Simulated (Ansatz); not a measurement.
(KI)2 ring (K2I2), relaxed as a singlet with RKS PBE0-D4/def2-SVP in Ansatz, starting from the GFN2-xTB geometry. Force threshold 0.02 eV/Å.

In the def2 sets I takes a core potential; there is no spin–orbit coupling.

Start:

| atom | x (Å) | y (Å) | z (Å) |
| --- | --- | --- | --- |
| K1 | -2.1810 | 0.8569 | -0.3403 |
| I2 | -0.6755 | -2.0708 | -0.8753 |
| K3 | 2.1836 | -0.8527 | 0.3296 |
| I4 | 0.6729 | 2.0666 | 0.8860 |

Q: Estimate the energy that the relaxation releases and the steps that it takes.

A: 7.4 kJ/mol, in 4 steps; 13 s on 4 threads of Arm Neoverse V1 on a shared host. No frequencies were taken in this run, so the end may be a saddle point.

Q: Does the start keep its bonding and symmetry?

A: By distances, no bond broke or formed. The bond that changes most is K1–I2, from 3.34 to 3.28 Å (atoms count from 1). Point group D2h at the start, D2h at the end, both within 0.05 Å.

Q: Predict the relaxed structure.

A: 
| atom | x (Å) | y (Å) | z (Å) |
| --- | --- | --- | --- |
| K1 | -1.9569 | 0.7671 | -0.3029 |
| I2 | -0.7186 | -2.2028 | -0.9352 |
| K3 | 1.9582 | -0.7656 | 0.2984 |
| I4 | 0.7174 | 2.2012 | 0.9397 |
Bond lengths (bridged metal pairs left out): 4 × I–K 3.28 Å.
